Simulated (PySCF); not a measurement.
A PySCF script (with the pyscf-properties extension) for the NMR shieldings of SMILES C=C[Si]1(SBC)CC1, C$_{5}$H$_{11}$BSSi, on a GFN2-xTB geometry:

```python
import basis_set_exchange as bse
import numpy as np
from pyscf import gto, dft
from pyscf.prop import nmr

atoms = """
C    -0.582000    2.616833    0.187004
C    -1.336658    1.604464    0.591795
Si   -1.098900   -0.168499    0.050305
S     0.537653   -0.507029   -1.332066
B     1.988335   -0.149163   -0.380577
C     3.407268   -0.299143   -1.045792
C    -1.649408   -1.616407    1.128154
C    -2.542193   -1.368705   -0.102037
H     0.240846    2.474648   -0.496174
H    -0.751928    3.629568    0.516937
H    -2.153026    1.795322    1.275931
H     1.875231    0.183686    0.738423
H     3.934539   -1.146665   -0.605966
H     3.371114   -0.463031   -2.120585
H     4.033644    0.571928   -0.856387
H    -2.111696   -1.436052    2.087396
H    -1.094506   -2.543999    1.123644
H    -2.534266   -2.142870   -0.854364
H    -3.543853   -1.025634    0.108296
"""
names = dict.fromkeys(["C", "Si", "S", "B", "H"], "pcSseg-1")
basis = {el: gto.basis.parse(bse.get_basis(n, elements=[el], fmt="nwchem")) for el, n in names.items()}
mol = gto.M(atom=atoms, basis=basis, charge=0, verbose=0)
mf = dft.RKS(mol, xc="PBE0")
mf.grids.level = 2
mf.grids.alignment = dft.numint.BLKSIZE   # the property module wants whole blocks of grid points
mf.conv_tol = 1e-9
mf.kernel()

calc = nmr.RKS(mf)   # GIAO
C = mf.mo_coeff
Co = C[:, mf.mo_occ > 0]
resp = mf.gen_response(singlet=True, hermi=2)
def vind(x):   # induced exchange potential for any number of trial vectors
    d = np.einsum("pi,xij,qj->xpq", C, 2 * x.reshape(-1, C.shape[1], Co.shape[1]), Co, optimize=True)
    return np.einsum("xpq,pi,qj->xij", resp(d - d.transpose(0, 2, 1)), C, Co, optimize=True).ravel()
mo1, _ = nmr.rhf.solve_mo1(calc, with_cphf=vind)
sigma = calc.kernel(mo1)
for i, s in enumerate(sigma):   # ppm
    w = np.linalg.eigvalsh((s + s.T) / 2)
    print("%2d %-2s iso %8.1f  s11 %8.1f  s22 %8.1f  s33 %8.1f" % (i, mol.atom_pure_symbol(i), w.mean(), *w))
```

**Question.** What does it print?

**Answer.** 
```
 0 C  iso     37.7  s11    -97.1  s22     39.0  s33    171.2
 1 C  iso     48.3  s11    -62.3  s22     43.3  s33    163.7
 2 Si iso    422.0  s11    304.6  s22    308.9  s33    652.5
 3 S  iso    526.6  s11    237.0  s22    602.1  s33    740.6
 4 B  iso     23.5  s11    -42.3  s22     -8.0  s33    120.8
 5 C  iso    171.4  s11    148.2  s22    179.5  s33    186.5
 6 C  iso    180.8  s11    163.5  s22    179.4  s33    199.3
 7 C  iso    183.2  s11    167.8  s22    182.2  s33    199.7
 8 H  iso     25.4  s11     21.6  s22     24.1  s33     30.6
 9 H  iso     24.9  s11     21.5  s22     24.4  s33     28.7
10 H  iso     25.7  s11     23.9  s22     24.2  s33     28.8
11 H  iso     24.2  s11     18.4  s22     24.5  s33     29.7
12 H  iso     30.7  s11     27.3  s22     27.8  s33     36.9
13 H  iso     30.5  s11     26.5  s22     30.6  s33     34.2
14 H  iso     30.4  s11     27.1  s22     27.8  s33     36.4
15 H  iso     30.8  s11     25.9  s22     27.1  s33     39.4
16 H  iso     30.7  s11     26.2  s22     27.5  s33     38.5
17 H  iso     30.6  s11     25.7  s22     27.5  s33     38.7
18 H  iso     30.8  s11     25.8  s22     27.1  s33     39.5
```

These numbers come from an equivalent density-fitted implementation of the same equations, which agrees with the script to about 0.01 ppm for H and up to a few tenths of a ppm for heavy atoms, so last digits may differ.

Size and cost of the density-fitted run: 205 basis functions, 2.1 min wall time on 1 thread of an Intel Xeon, shared host; peak memory 0.92 GiB.
